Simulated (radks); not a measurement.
The numbers below are computed, except where a source is named.
Correlation energies from several functionals, in hartree. Species: Ca [Ar] 4s2; He [He]. Code: a radial shooting solver on a logarithmic mesh with Libxc functionals. Model: non-relativistic Kohn-Sham, exchange-only B88, spin-polarised, spherical densities, point nucleus. Every spin shell is full or empty, so the densities are truly spherical. Functionals are evaluated on that one density, not self-consistently.

functional        Ca         He
PW92         -1.5751   -0.11165
VWN5         -1.5821   -0.11204
Wigner       -1.0183  -0.095502
Chachiyo     -1.5477   -0.10861
PBEsol      -0.89853  -0.051428
PW91        -0.84505  -0.044788
OP (B88)    -0.79540  -0.051022
TPSS        -0.77763  -0.042183
revTPSS     -0.79760  -0.045296
SCAN        -0.77211  -0.037673
r2SCAN      -0.77948  -0.037673
B95         -0.91024  -0.041553
